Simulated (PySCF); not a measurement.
# `CO[SiH2]OC[C@@H](C)[SiH3]`: 4 charge schemes on one density

Species: C4H14O2Si2.
Structure used (GFN2-xTB), in Å, numbered top down from 1:
```
atom  x, y, z in Å
C1    -4.031   -0.334   -0.701
O2    -2.651   -0.235   -0.520
Si3   -1.674   -1.171    0.376
O4    -0.168   -0.654    0.125
C5     0.347    0.652    0.218
C6     1.739    0.646   -0.393
C7     2.561    1.835    0.088
Si8    2.498   -1.057    0.035
H9    -4.373    0.576   -1.198
H10   -4.273   -1.198   -1.325
H11   -4.549   -0.440    0.255
H12   -2.084   -1.062    1.782
H13   -1.581   -2.546   -0.092
H14    0.406    0.932    1.278
H15   -0.329    1.355   -0.281
H16    1.635    0.719   -1.479
H17    2.724    1.782    1.163
H18    2.052    2.774   -0.132
H19    3.531    1.848   -0.405
H20    2.256   -1.372    1.443
H21    2.003   -2.105   -0.849
H22    3.951   -0.925   -0.161
```

Density: PBE0/pcSseg-1 (PySCF); schemes: Mulliken, IAO, Hirshfeld and ESP-fitted. Isolated species at its GFN2-xTB geometry (one conformer only).

**Question.** What partial charge does each atom carry?

**Answer.** In e; atoms taken as equivalent share a row and are averaged (×n: the atom named and its like, n in all):

```json
{"atom": "C1", "environment": "methoxy carbon", "Mulliken": "-0.004", "IAO": "-0.195", "Hirshfeld": "-0.030", "ESP-fitted": "-0.232"}
{"atom": "O2", "environment": "silyl ether oxygen", "Mulliken": "-0.643", "IAO": "-0.651", "Hirshfeld": "-0.230", "ESP-fitted": "-0.322"}
{"atom": "Si3", "environment": "oxygen-bound silicon", "Mulliken": "+0.991", "IAO": "+1.220", "Hirshfeld": "+0.445", "ESP-fitted": "+0.756"}
{"atom": "O4", "environment": "silyl ether oxygen", "Mulliken": "-0.668", "IAO": "-0.639", "Hirshfeld": "-0.195", "ESP-fitted": "-0.456"}
{"atom": "C5", "environment": "sp3 carbon bound to oxygen", "Mulliken": "+0.159", "IAO": "-0.043", "Hirshfeld": "+0.010", "ESP-fitted": "-0.046"}
{"atom": "C6", "environment": "sp3 carbon bound to silicon", "Mulliken": "-0.600", "IAO": "-0.371", "Hirshfeld": "-0.110", "ESP-fitted": "+0.187"}
{"atom": "C7", "environment": "methyl carbon", "Mulliken": "-0.235", "IAO": "-0.414", "Hirshfeld": "-0.117", "ESP-fitted": "-0.523"}
{"atom": "Si8", "environment": "SiH3 silicon", "Mulliken": "+0.544", "IAO": "+0.598", "Hirshfeld": "+0.288", "ESP-fitted": "+0.243"}
{"atom": "H9/H10/H11", "environment": "methyl hydrogen", "Mulliken": "+0.105", "IAO": "+0.138", "Hirshfeld": "+0.045", "ESP-fitted": "+0.119"}
{"atom": "H12", "environment": "Si–H hydrogen", "Mulliken": "-0.162", "IAO": "-0.190", "Hirshfeld": "-0.091", "ESP-fitted": "-0.150"}
{"atom": "H13", "environment": "Si–H hydrogen", "Mulliken": "-0.146", "IAO": "-0.169", "Hirshfeld": "-0.085", "ESP-fitted": "-0.136"}
{"atom": "H14", "environment": "methylene hydrogen", "Mulliken": "+0.104", "IAO": "+0.120", "Hirshfeld": "+0.035", "ESP-fitted": "+0.092"}
{"atom": "H15", "environment": "methylene hydrogen", "Mulliken": "+0.123", "IAO": "+0.134", "Hirshfeld": "+0.039", "ESP-fitted": "+0.066"}
{"atom": "H16", "environment": "methine hydrogen", "Mulliken": "+0.146", "IAO": "+0.141", "Hirshfeld": "+0.038", "ESP-fitted": "+0.031"}
{"atom": "H17/H18/H19", "environment": "methyl hydrogen", "Mulliken": "+0.116", "IAO": "+0.139", "Hirshfeld": "+0.040", "ESP-fitted": "+0.129"}
{"atom": "H20/H21/H22", "environment": "Si–H hydrogen", "Mulliken": "-0.092", "IAO": "-0.124", "Hirshfeld": "-0.084", "ESP-fitted": "-0.085"}
```

Mean size of the charges over all atoms: IAO 0.277 e, Mulliken 0.248 e, ESP-fitted 0.193 e, Hirshfeld 0.101 e. Each set sums to the total charge, 0, to within 0.001 e. The Hirshfeld scheme divides the density at each point in proportion to the densities of the neutral, spherically averaged free atoms.

Some averages cover members that differ in this geometry: H20/H21/H22, ESP-fitted -0.115 to -0.064; H20/H21/H22, Mulliken -0.110 to -0.077; H9/H10/H11, IAO +0.126 to +0.155; H20/H21/H22, IAO -0.138 to -0.112 e.

Lowest charge. The schemes don't all agree: Mulliken O4 (-0.668); IAO O2 (-0.651); Hirshfeld O2 (-0.230); ESP-fitted C7 (-0.523).

Highest charge. All schemes agree: Mulliken Si3 (+0.991); IAO Si3 (+1.220); Hirshfeld Si3 (+0.445); ESP-fitted Si3 (+0.756).

**Question.** How closely do the schemes follow one another over all atoms?

**Answer.** Correlation coefficient and root-mean-square difference: IAO with Hirshfeld 0.98, 0.249 e; Mulliken with IAO 0.97, 0.102 e; Mulliken with Hirshfeld 0.95, 0.223 e; IAO with ESP-fitted 0.89, 0.195 e; Hirshfeld with ESP-fitted 0.86, 0.154 e; Mulliken with ESP-fitted 0.78, 0.225 e.

**Question.** Sum the charges by element.

**Answer.** 
| element | atoms | Mulliken | IAO | Hirshfeld | ESP-fitted |
| --- | --- | --- | --- | --- | --- |
| C | 4 | -0.679 | -1.023 | -0.246 | -0.614 |
| O | 2 | -1.311 | -1.290 | -0.425 | -0.777 |
| Si | 2 | +1.535 | +1.819 | +0.733 | +0.999 |
| H | 14 | +0.455 | +0.494 | -0.062 | +0.392 |

**Question.** How many electrons does the IAO scheme count on C1?

**Answer.** Z − q = 6 − (-0.195) = 6.195.
